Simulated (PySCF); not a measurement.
## Shifts of the heteroatoms

Atom-mapped SMILES (the numbers label the heavy atoms): `[O:1]=[C:2]=[N:3][c:4]1[cH:5][cH:6][cH:7][cH:8][c:9]1[F:10]`; H(Xn) means a hydrogen on atom n.

How the numbers were obtained: coordinates at the PBE0-D3(BJ)/def2-TZVP level, GIAO B97-2/pcSseg-2 shieldings, in PySCF 2.14 (one conformer, gas phase, non-relativistic).

Task: Where does ¹⁹F resonate?

Result: 
| atoms | environment | σ (ppm) | δ (ppm) |
| --- | --- | --- | --- |
| F10 | aryl fluorine | 301.0 | -122.4 |

Shieldings were converted by a linear fit to measured shifts: ¹⁹F (scatter 4.2 ppm rms, 5.7 ppm with the 8 outliers that the fit left out vs CFCl3, solution or neat liquid, with a term for F on sp3 carbon). A few per cent of atoms miss by over 2 rms, more outside the fitted compound classes.

On a 500 MHz spectrometer ¹⁹F resonates near 470.5 MHz, so 1 ppm is 470.5 Hz.

Task: Predict the ¹⁵N NMR data.

Result: 
```json
{"atoms": "N3", "environment": "heterocumulene nitrogen", "σ (ppm)": "203.5", "δ (ppm)": "-337.0"}
```

Shieldings were converted by a linear fit to measured shifts: ¹⁵N (scatter 6.4 ppm rms vs CH3NO2, solution or neat liquid). A few per cent of atoms miss by over 2 rms, more outside the fitted compound classes.

On a 400 MHz spectrometer ¹⁵N resonates near 40.5 MHz, so 1 ppm is 40.5 Hz.

Task: Where does ¹⁷O resonate?

Result: 
```csv
atoms,environment,σ (ppm),δ (ppm)
O1,carbonyl oxygen,160.6,122.0
```

Shieldings were converted by a linear fit to measured shifts: ¹⁷O (scatter 12.2 ppm rms vs liquid water, solution or neat liquid). Occasional misses reach two or three times the rms, and more in compound classes unlike the fitted ones.

On a 500 MHz spectrometer ¹⁷O resonates near 67.8 MHz, so 1 ppm is 67.8 Hz.
